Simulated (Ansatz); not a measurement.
Results of the Gaussian-basis code of Ansatz.

C₃H₃FMgO₂ (`[F][Mg-]1[O]C=CC=[O+]1`) at its PBE0-D4/def2-TZVP geometry, where that method's forces vanish. Total charge 0; spin multiplicity 1.

| atom | x (Å) | y (Å) | z (Å) |
| --- | --- | --- | --- |
| F1 | 1.805 | 1.745 | 2.788 |
| Mg2 | 0.960 | 0.928 | 1.483 |
| O3 | 0.092 | -0.795 | 1.346 |
| C4 | -0.478 | -1.231 | 0.307 |
| C5 | -0.593 | -0.574 | -0.917 |
| C6 | -0.075 | 0.696 | -1.161 |
| O7 | 0.556 | 1.423 | -0.344 |
| H8 | -0.927 | -2.230 | 0.384 |
| H9 | -1.114 | -1.078 | -1.721 |
| H10 | -0.226 | 1.116 | -2.164 |

(1) For each bond, give half the difference of the two atoms' forces along it (eV/Å; positive pushes the atoms apart) under PBE-D4, r2SCAN-D4, B3LYP-D4, ωB97M-V in def2-TZVPP. (Estimate.)

Answers

(1) The calculation gave: 
| bond | length (Å) | PBE-D4 | r2SCAN-D4 | B3LYP-D4 | ωB97M-V |
| --- | --- | --- | --- | --- | --- |
| F1–Mg2 | 1.757 | 0.21 | 0.02 | 0.06 | 0.05 |
| Mg2–O3 | 1.935 | -0.19 | -0.12 | -0.09 | -0.03 |
| Mg2–O7 | 1.935 | -0.19 | -0.12 | -0.09 | -0.03 |
| O3–C4 | 1.263 | 0.73 | 0.38 | 0.33 | 0.15 |
| C4–C5 | 1.394 | -0.09 | -0.02 | 0.02 | 0.03 |
| C4–H8 | 1.098 | -0.07 | -0.13 | -0.20 | -0.13 |
| C5–C6 | 1.394 | -0.09 | -0.02 | 0.02 | 0.03 |
| C5–H9 | 1.082 | 0.06 | -0.05 | -0.11 | -0.14 |
| C6–O7 | 1.263 | 0.73 | 0.38 | 0.33 | 0.15 |
| C6–H10 | 1.098 | -0.07 | -0.13 | -0.20 | -0.13 |

B3LYP here is the variant with VWN-RPA as its local correlation; programs differ in this.
